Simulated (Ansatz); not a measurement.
C2H5BrIn, SMILES `C[CH2][In][Br]` radical at its PBE0-D4/def2-TZVP geometry, where that method's forces vanish. The species carries charge 0 and has multiplicity 2. In: def2 effective core potential.

```json
{"atom": "C1", "x (Å)": "0.7900", "y (Å)": "0.2079", "z (Å)": "-0.5486"}
{"atom": "C2", "x (Å)": "-0.6729", "y (Å)": "0.4984", "z (Å)": "-0.3113"}
{"atom": "In3", "x (Å)": "-1.6039", "y (Å)": "-1.1452", "z (Å)": "0.9369"}
{"atom": "Br4", "x (Å)": "0.0676", "y (Å)": "-1.9294", "z (Å)": "2.6894"}
{"atom": "H5", "x (Å)": "0.9389", "y (Å)": "-0.6839", "z (Å)": "-1.1617"}
{"atom": "H6", "x (Å)": "1.2637", "y (Å)": "1.0437", "z (Å)": "-1.0781"}
{"atom": "H7", "x (Å)": "1.3355", "y (Å)": "0.0606", "z (Å)": "0.3856"}
{"atom": "H8", "x (Å)": "-0.8483", "y (Å)": "1.3815", "z (Å)": "0.3076"}
{"atom": "H9", "x (Å)": "-1.2706", "y (Å)": "0.5664", "z (Å)": "-1.2198"}
```

Problem. For each bond, give half the difference of the two atoms' forces along it (eV/Å; positive pushes the atoms apart) under PBE-D4, r2SCAN-D4, B3LYP-D4, ωB97M-V in def2-TZVPP. (Best estimate.)

Solution. Computed: 
```csv
bond,length (Å),PBE-D4,r2SCAN-D4,B3LYP-D4,ωB97M-V
C1–C2,1.510,-0.07,0.07,0.15,0.32
C1–H5,1.092,0.11,-0.03,-0.06,-0.07
C1–H6,1.097,0.15,0.01,-0.05,-0.13
C1–H7,1.092,0.11,-0.04,-0.08,-0.08
C2–In3,2.264,0.14,0.10,0.28,-0.19
C2–H8,1.093,0.11,-0.04,-0.13,-0.09
C2–H9,1.090,0.11,-0.05,-0.13,-0.09
In3–Br4,2.546,0.20,0.03,0.24,-0.08
```

B3LYP here is the variant with VWN-RPA as its local correlation; programs differ in this.
